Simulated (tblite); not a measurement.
Compound: C3H7GeNO2.
Geometry (GFN2-xTB, Å), atoms numbered from 1 in this order:
```xyz
14
C3H7GeNO2 angstrom
C      2.0212    0.6523    0.0107
N      1.5461   -0.4830   -0.2100
C      0.3022   -0.9159    0.3199
C     -0.6737   -1.0654   -0.8736
O     -1.3662    0.1494   -1.0389
Ge    -1.4218    1.0510    0.4882
O     -0.3038   -0.0781    1.2740
H      1.5737    1.4022    0.6719
H      2.9549    0.9093   -0.4671
H      0.4793   -1.8904    0.7895
H     -0.1159   -1.2784   -1.7872
H     -1.3782   -1.8764   -0.6707
H     -0.8761    2.4373    0.2676
H     -2.7423    0.9856    1.2035
```

Calculated harmonic vibrations of the isolated species, GFN2-xTB (tblite), most abundant isotopes, no scaling. The method is semi-empirical: single wavenumbers can be off by several per cent or more. Modes of hydrogen on germanium can be 10 to 20 % off. One conformer, not necessarily the lowest.

Harmonic wavenumbers (cm⁻¹): 96.6, 105.5, 170.8, 315.3, 362.3, 364.0, 456.7, 466.6, 535.9, 584.3, 591.4, 614.9, 653.9, 791.8, 800.6, 869.6, 950.0, 974.5, 1009.7, 1058.1, 1068.8, 1155.2, 1187.7, 1209.0, 1285.2, 1292.6, 1411.6, 1466.1, 1754.8, 1914.0, 1952.6, 2875.6, 2914.4, 2934.4, 2978.0, 3074.4.

A = 3348, B = 1562, C = 1332 MHz; mass 162.969 u (most abundant isotopes); point group C1, symmetry number 1.

What is the zero-point energy?

½Σν̃ = 21123 cm⁻¹ = 60.40 kcal/mol.

Give the ideal-gas entropy at 400 K and 1 bar in the rigid-rotor, harmonic-oscillator model (classical rotation).

Translation 42.66, rotation 29.10, vibration 25.92: S = 97.7 cal/(mol K).

And Cp and H(400 K) − H(0)?

Cp = 39.15 cal/(mol K), of which vibrations give 31.20 (their classical limit is 36 R = 71.5); H(400 K) − H(0) = 9.09 kcal/mol without the zero-point energy, 5.92 from vibrations.

How do the functions run with temperature in this model?

```tsv
T (K)	S (cal/(mol K))	Cp (cal/(mol K))	H − H(0) (kcal/mol)	G − H(0) (kcal/mol)	ln q(vib)
150	70.9	18.0	1.84	-8.80	1.33
250	82.2	27.0	4.09	-16.47	2.91
298.15	87.4	31.2	5.50	-20.55	3.75
600	115.9	50.5	18.15	-51.38	9.36
900	138.5	60.8	34.99	-89.66	14.78
```

q(vib) and H(0) count from the zero-point level.

Blend soft modes into free rotors: weight 1/[1 + (100 cm⁻¹/ν̃)⁴] for the oscillator and the rest for a rotor with moment μB/(μ + B), μ = h/(8π²ν), B = 10⁻⁴⁴ kg m². What vibrational entropy results?

25.03 cal/(mol K) in place of 25.92, which changes −T·S at 400 K by +0.36 kcal/mol.

Hindered rotation and anharmonicity are outside this model. Other conformers, if any are populated, would add a mixing term that is left out. The structure is chiral; the term R ln 2 for an equal mix with its mirror image is left out.
